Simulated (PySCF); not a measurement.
CH$_{8}$AlNO$_{2}$Si, singlet, geometry from GFN2-xTB (such geometries of metal compounds can be far from the true shape); CAMB3LYP/6-31G, polarisability by finite fields in PySCF.

Input for PySCF:
```python
from pyscf import gto, scf, dft

mol = gto.Mole()
mol.atom = '''
    Si   -1.74573011   -0.45007810    1.12838094
    N    -0.71984261    0.20077478   -0.10578640
    C    -1.38723296    1.01256339   -1.11389567
    Al    1.08045469   -0.03941543   -0.23246057
    O     1.93762332   -0.91822223    0.87101772
    O     1.81943847    0.67399850   -1.51800266
    H    -2.40788351    0.65250071    1.84595510
    H    -0.91428047   -1.24252592    2.03309200
    H    -2.78872952   -1.27994758    0.50224710
    H    -0.66726113    1.36856473   -1.84780286
    H    -2.15481257    0.43331322   -1.63570865
    H    -1.87291520    1.88032754   -0.65758064
    H     1.96151137   -1.43595428    1.66132790
    H     2.54448302    0.91020157   -2.07711715
'''
mol.basis = '6-31g'
mol.verbose = 4
mol.build()

mf = dft.RKS(mol)
mf.xc = 'camb3lyp'
mf.conv_tol = 1e-6
mf.kernel()
h0, z, done = mf.get_hcore(), mol.intor('int1e_r')[2], []
def energy(F):
    f = mf.copy()
    f.scf_summary = {}
    f.get_hcore = lambda *a: h0 + F * z
    e = f.kernel(mf.make_rdm1())
    done.append(f.converged)
    return e
F = 0.001
alpha = -(energy(F) + energy(-F) - 2 * mf.e_tot) / F**2
print('alpha_zz =', alpha)
```

The log (banner, timings and long lists left out):

```
PySCF version 2.14.0

[INPUT] verbose = 4
[INPUT] num. atoms = 14
[INPUT] num. electrons = 64
[INPUT] charge = 0
[INPUT] spin (= nelec alpha-beta = 2S) = 0
[INPUT] symmetry False subgroup None
[INPUT] Mole.unit = angstrom
[INPUT] Symbol           X                Y                Z      unit          X                Y                Z       unit  Magmom
[INPUT]  1 Si    -1.745730110000  -0.450078100000   1.128380940000 AA   -3.298951795307  -0.850524343665   2.132330940779 Bohr   0.0
[INPUT]  2 N     -0.719842610000   0.200774780000  -0.105786400000 AA   -1.360305385692   0.379409346920  -0.199907323704 Bohr   0.0
[INPUT]  3 C     -1.387232960000   1.012563390000  -1.113895670000 AA   -2.621490365370   1.913467490861  -2.104957747639 Bohr   0.0
[INPUT]  4 Al     1.080454690000  -0.039415430000  -0.232460570000 AA    2.041763454102  -0.074484367782  -0.439286812060 Bohr   0.0
[INPUT]  5 O      1.937623320000  -0.918222230000   0.871017720000 AA    3.661577407370  -1.735188536187   1.645984940443 Bohr   0.0
[INPUT]  6 O      1.819438470000   0.673998500000  -1.518002660000 AA    3.438240408798   1.273672573368  -2.868609283761 Bohr   0.0
[INPUT]  7 H     -2.407883510000   0.652500710000   1.845955100000 AA   -4.550240373756   1.233047637984   3.488349577244 Bohr   0.0
[INPUT]  8 H     -0.914280470000  -1.242525920000   2.033092000000 AA   -1.727739689339  -2.348033691473   3.841987066044 Bohr   0.0
[INPUT]  9 H     -2.788729520000  -1.279947580000   0.502247100000 AA   -5.269935028290  -2.418750380000   0.949109465857 Bohr   0.0
[INPUT] 10 H     -0.667261130000   1.368564730000  -1.847802860000 AA   -1.260940789268   2.586212523439  -3.491841337588 Bohr   0.0
[INPUT] 11 H     -2.154812570000   0.433313220000  -1.635708650000 AA   -4.072005607070   0.818843311953  -3.091041368082 Bohr   0.0
[INPUT] 12 H     -1.872915200000   1.880327540000  -0.657580640000 AA   -3.539296782535   3.553304075077  -1.242647314416 Bohr   0.0
[INPUT] 13 H      1.961511370000  -1.435954280000   1.661327900000 AA    3.706719279520  -2.713560316597   3.139454734099 Bohr   0.0
[INPUT] 14 H      2.544483020000   0.910201570000  -2.077117150000 AA    4.808376036406   1.720031685449  -3.925182542137 Bohr   0.0

nuclear repulsion = 368.896490783983
number of shells = 50
number of NR pGTOs = 212
number of NR cGTOs = 78
basis = 6-31g
ecp = {}

******** <class 'pyscf.dft.rks.RKS'> ********
method = RKS
initial guess = minao
damping factor = 0
level_shift factor = 0
DIIS = <class 'pyscf.scf.diis.CDIIS'>
diis_start_cycle = 1
diis_space = 8
diis_damp = 0
SCF conv_tol = 1e-06
SCF conv_tol_grad = None
SCF max_cycles = 50
direct_scf = True
direct_scf_tol = 1e-13
XC library pyscf.dft.libxc version 7.1.2
    S. Lehtola, C. Steigemann, M. J. T. Oliveira, and M. A. L. Marques,  SoftwareX 7, 1–5 (2018)
XC functionals = camb3lyp
    T. Yanai, D. P. Tew, and N. C. Handy,  Chem. Phys. Lett. 393, 51 (2004)
radial grids:
    Treutler-Ahlrichs [JCP 102, 346 (1995); DOI:10.1063/1.469408] (M4) radial grids

becke partition: Becke, JCP 88, 2547 (1988); DOI:10.1063/1.454033
pruning grids: <function nwchem_prune>
grids dens level: 3
symmetrized grids: False
atomic radii adjust function: <function treutler_atomic_radii_adjust>
small_rho_cutoff = 0
Set gradient conv threshold to 0.001
Initial guess from minao.
tot grids = 173008
init E= -780.357840554103
  HOMO = -0.28422802828307  LUMO = -0.0763212952222849  gap/eV = 5.65743
cycle= 1 E= -779.697911772248  delta_E= 0.66  |g|= 1.06  |ddm|= 3.33
  HOMO = -0.186153219059406  LUMO = 0.0687560139561922  gap/eV = 6.93643
cycle= 2 E= -779.584609616013  delta_E= 0.113  |g|= 1.34  |ddm|= 1.62
  HOMO = -0.278206241218663  LUMO = 0.0354726202319489  gap/eV = 8.53564
cycle= 3 E= -779.917941008106  delta_E= -0.333  |g|= 0.0346  |ddm|= 0.91
  HOMO = -0.284365836382203  LUMO = 0.0372592414453619  gap/eV = 8.75186
cycle= 4 E= -779.918124331108  delta_E= -0.000183  |g|= 0.0299  |ddm|= 0.0621
  HOMO = -0.279335936187543  LUMO = 0.0380044315576069  gap/eV = 8.63527
cycle= 5 E= -779.91832404198  delta_E= -0.0002  |g|= 0.00473  |ddm|= 0.027
  HOMO = -0.279888992148411  LUMO = 0.037924995044661  gap/eV = 8.64816
cycle= 6 E= -779.918330060634  delta_E= -6.02e-06  |g|= 0.00165  |ddm|= 0.00683
  HOMO = -0.279797633592163  LUMO = 0.0379092690476004  gap/eV = 8.64525
cycle= 7 E= -779.918330894623  delta_E= -8.34e-07  |g|= 0.000388  |ddm|= 0.002
  HOMO = -0.2798104165252  LUMO = 0.0378979568467159  gap/eV = 8.64529
Extra cycle  E= -779.918330926695  delta_E= -3.21e-08  |g|= 0.000359  |ddm|= 0.00071
converged SCF energy = -779.918330926695

******** <class 'pyscf.dft.rks.RKS'> ********
method = RKS
initial guess = minao
damping factor = 0
level_shift factor = 0
DIIS = <class 'pyscf.scf.diis.CDIIS'>
diis_start_cycle = 1
diis_space = 8
diis_damp = 0
SCF conv_tol = 1e-06
SCF conv_tol_grad = None
SCF max_cycles = 50
direct_scf = True
direct_scf_tol = 1e-13
XC library pyscf.dft.libxc version 7.1.2
    S. Lehtola, C. Steigemann, M. J. T. Oliveira, and M. A. L. Marques,  SoftwareX 7, 1–5 (2018)
XC functionals = camb3lyp
    T. Yanai, D. P. Tew, and N. C. Handy,  Chem. Phys. Lett. 393, 51 (2004)
radial grids:
    Treutler-Ahlrichs [JCP 102, 346 (1995); DOI:10.1063/1.469408] (M4) radial grids

becke partition: Becke, JCP 88, 2547 (1988); DOI:10.1063/1.454033
pruning grids: <function nwchem_prune>
grids dens level: 3
symmetrized grids: False
atomic radii adjust function: <function treutler_atomic_radii_adjust>
small_rho_cutoff = 0
Overwritten attributes  get_hcore  of <class 'pyscf.dft.rks.RKS'>
Set gradient conv threshold to 0.001
init E= -779.918406468053
  HOMO = -0.279969454362628  LUMO = 0.0378332155442644  gap/eV = 8.64785
cycle= 1 E= -779.918434080109  delta_E= -2.76e-05  |g|= 0.00176  |ddm|= 0.0245
  HOMO = -0.279706897010187  LUMO = 0.0379048154628923  gap/eV = 8.64265
cycle= 2 E= -779.918434627463  delta_E= -5.47e-07  |g|= 0.00167  |ddm|= 0.00418
  HOMO = -0.279827270820632  LUMO = 0.0378822772129472  gap/eV = 8.64532
cycle= 3 E= -779.918435175039  delta_E= -5.48e-07  |g|= 0.00033  |ddm|= 0.00135
  HOMO = -0.279785901389167  LUMO = 0.0378950909714171  gap/eV = 8.64454
Extra cycle  E= -779.918435168586  delta_E= 6.45e-09  |g|= 0.000419  |ddm|= 0.000587
converged SCF energy = -779.918435168586

******** <class 'pyscf.dft.rks.RKS'> ********
method = RKS
initial guess = minao
damping factor = 0
level_shift factor = 0
DIIS = <class 'pyscf.scf.diis.CDIIS'>
diis_start_cycle = 1
diis_space = 8
diis_damp = 0
SCF conv_tol = 1e-06
SCF conv_tol_grad = None
SCF max_cycles = 50
direct_scf = True
direct_scf_tol = 1e-13
XC library pyscf.dft.libxc version 7.1.2
    S. Lehtola, C. Steigemann, M. J. T. Oliveira, and M. A. L. Marques,  SoftwareX 7, 1–5 (2018)
XC functionals = camb3lyp
    T. Yanai, D. P. Tew, and N. C. Handy,  Chem. Phys. Lett. 393, 51 (2004)
radial grids:
    Treutler-Ahlrichs [JCP 102, 346 (1995); DOI:10.1063/1.469408] (M4) radial grids

becke partition: Becke, JCP 88, 2547 (1988); DOI:10.1063/1.454033
pruning grids: <function nwchem_prune>
grids dens level: 3
symmetrized grids: False
atomic radii adjust function: <function treutler_atomic_radii_adjust>
small_rho_cutoff = 0
Set gradient conv threshold to 0.001
init E= -779.918255385334
  HOMO = -0.279569066119233  LUMO = 0.0377747331376086  gap/eV = 8.63536
cycle= 1 E= -779.918282835854  delta_E= -2.75e-05  |g|= 0.00219  |ddm|= 0.0246
  HOMO = -0.279980489000501  LUMO = 0.0377633582318475  gap/eV = 8.64625
cycle= 2 E= -779.918283023145  delta_E= -1.87e-07  |g|= 0.00252  |ddm|= 0.0047
  HOMO = -0.279769056312838  LUMO = 0.0377906106949317  gap/eV = 8.64124
cycle= 3 E= -779.918284247498  delta_E= -1.22e-06  |g|= 0.000256  |ddm|= 0.00184
  HOMO = -0.279793381556628  LUMO = 0.0377823551530378  gap/eV = 8.64168
cycle= 4 E= -779.918284265507  delta_E= -1.8e-08  |g|= 8.27e-05  |ddm|= 0.00042
  HOMO = -0.279781865696038  LUMO = 0.037782350234842  gap/eV = 8.64136
Extra cycle  E= -779.918284265782  delta_E= -2.75e-10  |g|= 9.34e-05  |ddm|= 0.000163
converged SCF energy = -779.918284265782
alpha_zz = 57.580977454563254
```
